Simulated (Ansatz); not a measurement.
Relaxation of AlClH₂O₂ (6 atoms, charge 0, multiplicity 1), to a largest force component of 0.02 eV/Å in at most 40 steps.

Method: RKS B3LYP-D4/6-31G in Ansatz.

```xyz
6
Properties=species:S:1:pos:R:3
Al 0.000 0.000 0.000
O 0.000 0.000 1.780
H -0.909 -0.281 2.117
O 1.542 0.000 -0.890
H 1.841 -0.952 -1.045
Cl -1.931 0.000 -1.115
```

Question: Where does it end, and by what steps?

Answer: It converged. Limits of this set-up: no polarisation functions. After 12 steps the energy has fallen by 0.594 eV; H5 moved furthest, 0.55 Å.

```csv
step,energy less start (eV),largest force component (eV/Å),accepted
0,0.0000,1.749,yes
1,-0.1062,2.449,yes
2,-0.3627,1.115,yes
3,-0.4491,1.053,yes
4,-0.5065,0.832,yes
5,-0.5730,0.612,yes
6,-0.5780,0.547,yes
7,-0.4170,3.118,no
8,-0.5905,0.060,yes
9,-0.5926,0.035,yes
10,-0.5901,0.609,no
11,-0.5939,0.042,yes
12,-0.5942,0.013,yes
```

```xyz
6
Properties=species:S:1:pos:R:3
Al -0.131 -0.171 -0.066
O -0.179 -0.148 1.622
H -0.688 -0.059 2.426
O 1.279 -0.410 -0.953
H 2.222 -0.563 -0.966
Cl -1.962 0.118 -1.215
```

Whether the end is a true minimum wasn't checked by a vibrational analysis.

The run took 26 s on 1 thread of Arm Neoverse V2, with other jobs on the host, peak memory 0.12 GiB.
